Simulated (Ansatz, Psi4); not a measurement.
Here is a job for Ansatz (a program for electronic structure).
Ansatz 0.2 input:
```yaml
crystal:
  periodic: [false, false, false]
  atoms:
    - {symbol: Ti, position_ang: [-0.00000000, -0.00000000, -0.00000000]}
    - {symbol: Cl, position_ang: [1.68598647, -0.53254751, -1.15362652]}
    - {symbol: Cl, position_ang: [0.61270013, 0.47649048, 1.96330506]}
    - {symbol: Cl, position_ang: [-0.94593491, 1.67582411, -0.86823504]}
    - {symbol: Cl, position_ang: [-1.35275169, -1.61976707, 0.05855650]}
basis:
  gaussian:
    orbitals: STO-3G
hamiltonian:
  xc: {name: wB97M-V}
accuracy: high
```

Question: Convert this to an input for Psi4.

Answer: This is not unique; one that fits is 
```
memory 2 GB

molecule mol {
0 1
  Ti   -0.000000   -0.000000   -0.000000
  Cl    1.685986   -0.532548   -1.153627
  Cl    0.612700    0.476490    1.963305
  Cl   -0.945935    1.675824   -0.868235
  Cl   -1.352752   -1.619767    0.058556
}

set basis sto-3g
set reference rks
set scf_type pk
set puream true
set d_convergence 1e-8
set dft_radial_points 99
set dft_spherical_points 590

energy('wb97m-v')
print_variables()
```

Both were run: Ansatz gave -2662.145337 Eh and Psi4 -2662.145341 Eh, 0.004 mEh apart.
